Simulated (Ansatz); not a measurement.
Geometry optimisation, RKS B3LYP-D4/def2-SVP in Ansatz 0.2.0.

Input file:

```yaml
crystal:
  periodic: [false, false, false]
  atoms:
    - { symbol: Sn, position_ang: [0.313844, 0.499823, -0.415255] }
    - { symbol: H, position_ang: [-0.121548, -0.205913, 2.417657] }
    - { symbol: Cl, position_ang: [2.107637, -0.329213, -1.707007] }
    - { symbol: H, position_ang: [-0.786052, 1.30998, -1.445968] }
    - { symbol: H, position_ang: [-0.2916, -0.812516, 0.479729] }
    - { symbol: Br, position_ang: [1.300562, 2.303943, 1.125868] }
    - { symbol: H, position_ang: [0.185156, 0.362096, 2.729977] }
basis:
  gaussian: { orbitals: def2-SVP }
hamiltonian:
  xc: b3lyp
  dispersion: d4
relax:
  f_tol: 0.03
  max_steps: 50
```

Run as:

```bash
$ ansatz run input.yaml --threads 2 --pin off --max-ram 3072MiB --backend cpu --events-out ev --progress --plain --runs-dir out
```

**Question.** Where does it end, and by what steps?

**Answer.** It converged. The force dipped under the threshold on the way, but the program's further checks kept it going. After 10 steps the energy has fallen by 0.223 eV; H2 moved furthest, 0.97 Å.

| step | energy less start (eV) | largest force component (eV/Å) | accepted |
| --- | --- | --- | --- |
| 0 | 0.0000 | 1.444 | yes |
| 1 | -0.1326 | 0.276 | yes |
| 2 | -0.1861 | 0.103 | yes |
| 3 | -0.2038 | 0.143 | yes |
| 4 | -0.2150 | 0.048 | yes |
| 5 | -0.2207 | 0.015 | yes |
| 6 | -0.1925 | 0.940 | no |
| 7 | -0.2218 | 0.062 | yes |
| 8 | -0.2222 | 0.091 | yes |
| 9 | -0.2221 | 0.066 | no |
| 10 | -0.2225 | 0.010 | yes |

```xyz
7
Properties=species:S:1:pos:R:3
Sn 0.351 0.580 -0.684
H -0.230 -0.376 3.368
Cl 2.163 -0.271 -1.937
H -0.696 1.382 -1.772
H -0.287 -0.705 0.243
Br 1.274 2.294 0.899
H 0.132 0.224 3.068
```

Time of the run: 32 s on 2 threads of Arm Neoverse V2 (shared host), peak memory 0.23 GiB.
